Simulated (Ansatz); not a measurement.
Consider the cleavage of the Sn–Si bond: `FC[SiH2][SnH3]` + `OCF` → `FC[O][SnH3]` + `FC[SiH3]`.

Calculated with Ansatz (gas phase, PBE0-D4/def2-TZVP geometries, no zero-point term in ΔE). CBS: MP2 limit from def2 TZ/QZ plus the TZ coupled-cluster correction, frozen cores. Elements past krypton have def2 core potentials. For Sn outer-core shells are correlated without core-valence functions, which leaves a few kJ/mol of doubt a bond. Each species was taken in one conformer, which may not be the lowest.

`FC[SiH2][SnH3]`:

Cartesian coordinates in Å:
```
F -0.705 1.259 -1.738
C -0.983 1.456 -0.389
Si -0.784 -0.176 0.566
Sn 1.482 -1.229 0.002
H -2.002 1.848 -0.306
H -0.296 2.217 -0.006
H -1.894 -1.103 0.218
H -0.875 0.145 2.018
H 2.723 -0.065 0.160
H 1.505 -1.833 -1.592
H 1.829 -2.518 1.068
```

`OCF`:

Cartesian coordinates in Å:
```
O -0.292 -0.873 -0.568
C -0.134 0.262 0.181
F 0.651 1.187 -0.478
H 0.541 -1.353 -0.598
H 0.356 0.074 1.144
H -1.123 0.702 0.319
```

`FC[O][SnH3]`:

Cartesian coordinates in Å:
```
F -0.727 -1.149 1.271
C -1.369 -0.341 0.328
O -0.613 0.743 0.032
Sn 1.316 0.469 -0.382
H -1.550 -0.996 -0.537
H -2.314 -0.019 0.779
H 1.404 -0.936 -1.343
H 1.690 1.893 -1.232
H 2.163 0.335 1.085
```

`FC[SiH3]`:

```xyz
8

F     1.444   -0.070   -1.286
C     0.972    0.024    0.018
Si   -0.922   -0.018    0.040
H     1.351    0.956    0.452
H     1.393   -0.806    0.595
H    -1.364    0.086    1.457
H    -1.409   -1.295   -0.540
H    -1.466    1.124   -0.737
```

```tsv
species	CCSD(T)/CBS(def2) energy (Eh)
`FC[SiH2][SnH3]`	-645.12682
`OCF`	-214.81254
`FC[O][SnH3]`	-430.03212
`FC[SiH3]`	-429.90570
```

(1) Work out ΔE.

Largest T1 diagnostic among the species: 0.013.

## Answers

(1) ΔE = (-430.03212) + (-429.90570) − (-645.12682) − (-214.81254) = 0.00154 Eh = +1.0 kcal/mol.

In def2-TZVPP, CCSD(T) changes the Hartree–Fock value by +3.1 kcal/mol (the triples alone add +0.0 kcal/mol) and MP2 by +2.9 kcal/mol.
